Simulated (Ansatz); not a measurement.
HB, charge -1, doublet, at the geometry of the source list (a state made from the parent by changing its charge; the spin is typed, not shown lowest) (a gas-phase anion, which may not be bound at this level), atoms displaced at random by about 0.1 Å a coordinate; Ansatz (a first-principles code) with PBE/def2-SVP.

Input for Ansatz:
Ansatz 0.2 input:
```yaml
crystal:
  periodic: [false, false, false]
  atoms:
    - {symbol: B, position_ang: [0.38232487, 0.09154277, -0.52579513]}
    - {symbol: H, position_ang: [-0.18568460, -0.02370094, 0.44361092]}
basis:
  gaussian:
    orbitals: def2-SVP
hamiltonian:
  xc: pbe
total_charge: -1
magnetization: {spin_polarized: true, initial_magnetization: 1}
relax: {}
```

### Question
Predict the main parts of the log of this Ansatz run.

### Answer

```
Functional definition: PBE
212 factors; their error is unknown
mean field evaluation 1: about -685.4134 eV, gradient 3.7e0 eV
mean field evaluation 2: about -685.5228 eV, gradient 1.1e0 eV
mean field evaluation 4: about -685.5346 eV, gradient 1.3e-1 eV
mean field evaluation 8: about -685.5271 eV, gradient 2.8e-3 eV
mean field evaluation 16: about -685.5376 eV, gradient 3.6e-1 eV
mean field evaluation 32: about -683.0390 eV, gradient 4.9e0 eV
mean field -685.53908813 eV, -25.1930968138 hartree, gradient 1.8e-5 eV, S^2 0.923285; 7 other end points of the search recorded, 0 dependent functions left out
the calculation of the forces begins
reference -685.53911238 eV, -25.1930977049 hartree; 4, 3 occupied and 15, 16 virtual orbitals, 212 factors
relax step   1: F+E_penalty+E_count = -685.53908813 eV  Δ(F+E_penalty+E_count) = +0.000e0 eV  max|allowed force component| = 3.186e0 eV/Å  Δτ_max = 0.0000 Å  (119 SCF iters, accepted)
these checks for a lower state are left out or cut short: starts, cluster_reference, orbital_swaps, neighbouring_geometries, increment
212 factors; their error is unknown
mean field -685.76072464 eV, -25.2012418051 hartree, gradient 1.2e-5 eV, S^2 0.857170; 0 other end points of the search recorded, 0 dependent functions left out
the calculation of the forces begins
reference -685.76074974 eV, -25.2012427275 hartree; 4, 3 occupied and 15, 16 virtual orbitals, 212 factors
relax step   2: F+E_penalty+E_count = -685.76072464 eV  Δ(F+E_penalty+E_count) = -2.216e-1 eV  max|allowed force component| = 1.202e0 eV/Å  Δτ_max = 0.0449 Å  (50 SCF iters, accepted)
these checks for a lower state are left out or cut short: starts, cluster_reference, orbital_swaps, neighbouring_geometries, increment
212 factors; their error is unknown
mean field evaluation 64: about -685.8153 eV, gradient 4.8e-2 eV
mean field -685.81559501 eV, -25.2032582542 hartree, gradient 3.0e-7 eV, S^2 0.798112; 0 other end points of the search recorded, 0 dependent functions left out
the calculation of the forces begins
reference -685.81562041 eV, -25.2032591875 hartree; 4, 3 occupied and 15, 16 virtual orbitals, 212 factors
relax step   3: F+E_penalty+E_count = -685.81559501 eV  Δ(F+E_penalty+E_count) = -5.487e-2 eV  max|allowed force component| = 1.753e-1 eV/Å  Δτ_max = 0.0360 Å  (64 SCF iters, accepted)
these checks for a lower state are left out or cut short: starts, cluster_reference, orbital_swaps, neighbouring_geometries, increment
212 factors; their error is unknown
mean field -685.81718299 eV, -25.2033166112 hartree, gradient 1.3e-7 eV, S^2 0.783891; 0 other end points of the search recorded, 0 dependent functions left out
the calculation of the forces begins
reference -685.81720839 eV, -25.2033175448 hartree; 4, 3 occupied and 15, 16 virtual orbitals, 212 factors
relax step   4: F+E_penalty+E_count = -685.81718299 eV  Δ(F+E_penalty+E_count) = -1.588e-3 eV  max|allowed force component| = 6.818e-3 eV/Å  Δτ_max = 0.0082 Å  (72 SCF iters, accepted)
212 factors; their error is unknown
mean field evaluation 96: about -685.8182 eV, gradient 7.6e-1 eV
mean field evaluation 128: about -684.0090 eV, gradient 4.1e0 eV
mean field -685.81718299 eV, -25.2033166112 hartree, gradient 1.3e-7 eV, S^2 0.783891; 8 other end points of the search recorded, 0 dependent functions left out
the calculation of the forces begins
reference -685.81720839 eV, -25.2033175448 hartree; 4, 3 occupied and 15, 16 virtual orbitals, 212 factors
Total energy: -685.81720839 eV, -25.2033175448 hartree
Atom 0 at     0.427137     0.100635    -0.602274 Å, force    -0.003995    -0.000810     0.006818 eV/Å
Atom 1 at    -0.230496    -0.032793     0.520090 Å, force     0.003995     0.000810    -0.006818 eV/Å
Dipole moment:    -0.209372    -0.035233     0.357329 e Å
```
